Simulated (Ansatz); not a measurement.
Na8⁺, 8 atoms. Hardware: 4 threads of Arm Neoverse N1 on a shared host.

Correlated methods freeze 8 core orbitals; core or outer-core shells of Na are correlated, in sets that lack core-valence functions. In CCSD on the charge 1 doublet the largest single amplitude is 0.20, so its Hartree–Fock determinant may place the open shell otherwise than the density functionals do.

**Question.** How many basis functions does each of these Ansatz runs have, and roughly what does it cost? PBE0/def2-TZVP, charge 1 doublet, energy, from earlier orbitals; PBE/def2-TZVP, charge 1 doublet, energy and forces, from earlier orbitals; PBE/def2-SVP, charge 1 doublet, energy with a search over starts; PBE/def2-SVP, charge 1 doublet, energy, from earlier orbitals; revPBE/def2-TZVP, charge 1 doublet, energy, from earlier orbitals; CCSD(T)/def2-SVP, charge 1 doublet, energy, from earlier orbitals; r2SCAN/def2-TZVP, charge 1 doublet, energy, from earlier orbitals; PBE0/def2-SVP, charge 1 doublet, energy, from earlier orbitals; BHLYP/def2-TZVP, charge 1 doublet, energy, from earlier orbitals; MP2/def2-TZVP, charge 1 doublet, energy, from earlier orbitals; r2SCAN/def2-SVP, charge 1 doublet, relaxation, 23 steps.

**Answer.** Other jobs shared the machine, so times can vary by a factor of up to 3. A dash marks memory too small to be measured apart from the calling script's.

```tsv
run	functions	fitting or Cholesky vectors	wall time	peak host memory (GiB)
PBE/def2-SVP, charge 1 doublet, energy, from earlier orbitals	120	1400	9.5 s	–
revPBE/def2-TZVP, charge 1 doublet, energy, from earlier orbitals	256	2216	18 s	0.67
PBE/def2-TZVP, charge 1 doublet, energy and forces, from earlier orbitals	256	2216	19 s	0.67
PBE0/def2-SVP, charge 1 doublet, energy, from earlier orbitals	120	1080	21 s	0.55
PBE/def2-SVP, charge 1 doublet, energy with a search over starts	120	1400	31 s	–
PBE0/def2-TZVP, charge 1 doublet, energy, from earlier orbitals	256	2288	50 s	1.4
BHLYP/def2-TZVP, charge 1 doublet, energy, from earlier orbitals	256	2352	52 s	1.4
MP2/def2-TZVP, charge 1 doublet, energy, from earlier orbitals	256	2296	56 s	1.2
r2SCAN/def2-TZVP, charge 1 doublet, energy, from earlier orbitals	256	2216	2.1 min	1.5
CCSD(T)/def2-SVP, charge 1 doublet, energy, from earlier orbitals	120	1080	5.8 min	3
r2SCAN/def2-SVP, charge 1 doublet, relaxation, 23 steps	120	1400	6.6 min	–
```
